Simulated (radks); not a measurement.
Results of a calculation; reference values are marked as such.
Fractional charge and spin in the 5p shell of thulium: the spin-up occupation runs from 2 to 3 and the spin-down occupation from 2 to 3; the fullest corner is Tm3+, [Kr] 4d10 4f(up 6, down 6) 5s2 5p(up 3, down 3). Level of theory: scalar-relativistic Kohn-Sham, r2SCAN, spin-polarised, spherical densities, finite nucleus; meta-GGA in the generalised Kohn-Sham scheme; Fermi nuclear charge, rms radius of each element as measured or else 0.836 A^(1/3) + 0.57 fm (a radial shooting solver on a logarithmic mesh with Libxc functionals). Energy (eV) above the fullest corner. The planes named below are the two flat planes that join the four corners, with an edge along up + down = one added electron.

| down \ up | 2 | 2.5 | 3 |
|---|---|---|---|
| 2 | 143.939 | 102.182 | 64.083 |
| 2.5 | 102.182 | 64.451 | 30.296 |
| 3 | 64.083 | 30.296 | 0.000 |

Corners above the fullest one (they belong to Tm4+ and the next ion): (up 3, down 2) 64.083 eV, (up 2, down 3) 64.083 eV, (up 2, down 2) 143.94 eV. With half an added electron in each spin the energy lies 0.368 eV from the planes, and with half an added electron in spin up alone -1.829 eV. The planes are only a guide here: the flat-plane condition holds for ground states with one frontier orbital, while this shell lies below other occupied shells, so the corners above the fullest one are inner-hole states and not the ground states of those ions.
